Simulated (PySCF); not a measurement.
Compound: C7H8NS (doublet state).
Z-matrix (Å and degrees, GFN2-xTB geometry), rows numbered from 1:
```
S 
C   1  1.6341
C   2  1.4949  1  122.98
C   3  1.4913  2   95.85  1    81.54
C   4  1.3774  3  122.66  2    88.54
C   5  1.3881  4  120.01  3  -175.35
N   6  1.3486  5  123.00  4     5.91
C   7  1.2837  6  119.44  5    -4.01
C   4  1.4868  3  117.31  2   -84.14
H   2  1.0816  1  119.45  3   172.66
H   3  1.0890  2  111.92  1   -35.29
H   3  1.0886  2  112.08  1  -160.70
H   5  1.0804  4  120.16  3     6.81
H   6  1.0794  5  121.62  4  -175.18
H   8  1.0823  7  116.74  6   177.90
H   9  1.1180  4  108.21  3    51.04
H   9  1.0987  4  111.58  3   -62.62
```

The hyperfine couplings belong to this conformer and change with its torsions.

The species is `S=CC[C]1C=CN=CC1` [radical].

Method used: UKS B3LYP, pcH-1 on C H N S, non-relativistic, mean-field spin-orbit, GIAO (PySCF). Geometry: GFN2-xTB, one conformer, isolated molecule. The geometry wasn't refined by DFT: couplings that depend on bond lengths, twists or pyramidal angles can differ widely from those at the functional's own minimum. The SCF solution wasn't tested for stability. ⟨S²⟩ is 0.783 where a pure state has 0.75.

Task: What is the g tensor, term by term?

Result: 
```json
{"Δg (ppt)": "relativistic mass correction", "1": "-0.15", "2": "-0.15", "3": "-0.15"}
{"Δg (ppt)": "gauge correction", "1": "0.01", "2": "0.02", "3": "0.00"}
{"Δg (ppt)": "orbital Zeeman/spin–orbit", "1": "-0.79", "2": "3.56", "3": "11.71"}
{"Δg (ppt)": "total", "1": "-0.93", "2": "3.43", "3": "11.57"}
```

So g = 2.00139, 2.00575, 2.01389 and g_iso = 2.00701; the tensor is rhombic: the two nearest values differ by 35 % of g3 − g1. 

Task: What effective moment and Curie constant follow for a powder?

Result: With the mean of g² = 4.0281 and S(S+1) = 0.75: μ_eff = √(⟨g²⟩S(S+1)) = 1.738 μB and χT = 0.12505·⟨g²⟩·S(S+1) = 0.378 cm³ K/mol (cgs; spin-Hamiltonian part alone).

Task: How much does each term add to the isotropic shift?

Result: The orbital-Zeeman/spin–orbit term 4.83, the mass correction -0.15 and the gauge correction 0.01 ppt, for a total of 4.69 ppt. The orbital-Zeeman/spin–orbit term is the largest in size. The mass correction is the same along every axis, so the anisotropy comes from the other two: their spans along these axes are 0.02 (gauge) and 12.51 ppt (orbital Zeeman/spin–orbit).

Task: What are the electron Larmor frequencies g μB B/h along the three axes at 1200 mT?

Result: 33.6144, 33.6876, 33.8243 GHz for g1, g2 and g3, a range of 209.9 MHz.

Task: In a frozen sample, at which fields do the three g values resonate at 9.5, 34, 94 and 263 GHz (hyperfine left aside), and which band first spreads them over more than twice a line width of 0.5 mT?

Result: 
```json
{"band": "X", "GHz": "9.5", "B(g3) mT": "337.04", "B(g2) mT": "338.40", "B(g1) mT": "339.14", "spread mT": "2.10"}
{"band": "Q", "GHz": "34.0", "B(g3) mT": "1206.23", "B(g2) mT": "1211.13", "B(g1) mT": "1213.77", "spread mT": "7.53"}
{"band": "W", "GHz": "94.0", "B(g3) mT": "3334.88", "B(g2) mT": "3348.41", "B(g1) mT": "3355.71", "spread mT": "20.82"}
{"band": "J", "GHz": "263.0", "B(g3) mT": "9330.57", "B(g2) mT": "9368.44", "B(g1) mT": "9388.84", "spread mT": "58.27"}
```

The spread grows in proportion to the frequency. X band is the first where it exceeds 1.0 mT.

The Mulliken spin populations are largest on C6 (+0.46), C4 (+0.37), C8 (+0.31) and C5 (-0.19). Three atoms exceed +0.15. The positive populations add up to 1.47 and the negative ones to -0.47, together 2S = 1.

The HOMO–LUMO gaps are 2.99 eV among the α and 2.94 eV among the β orbitals.
